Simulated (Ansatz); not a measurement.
Basis-set series for AlClFH3Si (`F[SiH2][AlH][Cl]`). Charge 0, multiplicity 1. The geometry is a stationary point of PBE0-D4/def2-TZVP. It is one conformer, not always the lowest.

```
functional       basis  functions  energy (Eh)  HOMO (eV)  LUMO (eV)
   PBE0-D4    def2-SVP         83  -1092.99938      -7.79      -2.08
   PBE0-D4  def2-TZVPP        199  -1093.47898      -7.85      -2.14
   ωB97M-V    def2-SVP         83  -1093.38897      -9.75      -0.33
   ωB97M-V  def2-TZVPP        199  -1093.86939      -9.85      -0.45
```

(1) Give the rows for def2-QZVPP. (An estimate is asked.)

Answers

(1) Ansatz gave: 
```csv
functional,basis,functions,energy (Eh),HOMO (eV),LUMO (eV)
PBE0-D4,def2-QZVPP,357,-1093.51575,-7.87,-2.17
ωB97M-V,def2-QZVPP,357,-1093.90443,-9.88,-0.54
```
